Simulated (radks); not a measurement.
Values are calculated unless marked as measured or tabulated.
Valence configurations of Lu III (all share [Xe]). Level of theory: scalar-relativistic Kohn-Sham, PBE, spin-polarised, spherical densities, point nucleus; open shells are filled with parallel spins first (spin-orbit coupling, left out, can overturn this in heavy ions) (a radial shooting solver on a logarithmic mesh with Libxc functionals). Energies are relative to 4f14 6s1; eigenvalues in eV for spin up.

| valence | E (eV) | moment (Bohr magnetons) | e(4f) | e(5d) | e(6p) | e(6s) |
|---|---|---|---|---|---|---|
| 4f14 6s1 | 0.000 | 1 | -26.890 | - | - | -18.007 |
| 4f13 6s1 6p1 | 18.741 | 3 | -39.315 | - | -14.977 | -21.077 |
| 4f13 6p2 | 24.817 | 3 | -40.676 | - | -15.621 | - |
| 4f12.5 5d0.5 6s1 6p1 | 27.639 | 4 | -43.683 | -23.082 | -15.222 | -21.536 |
| 4f14 6s0.5 6p0.5 | 2.697 | 1 | -27.608 | - | -12.991 | -18.380 |
| 4f13 5d1 6s1 | 12.277 | 3 | -34.967 | -19.176 | - | -19.062 |
| 4f13.5 5d0.5 6s1 | 5.516 | 2 | -30.849 | -18.128 | - | -18.565 |
| 4f13 5d1 6s0.5 6p0.5 | 15.182 | 3 | -35.666 | -19.689 | -13.608 | -19.423 |
| 4f13 5d0.5 6s1 6p0.5 | 15.376 | 3 | -37.133 | -20.592 | -14.125 | -20.088 |
| 4f13.5 6s1.5 | 5.804 | 1 | -32.280 | - | - | -18.860 |

NIST lists [Xe] 4f14 6s1 as the ground configuration; this level of theory agrees among the configurations tried. The energies are those of spherical high-spin densities, not of single terms.
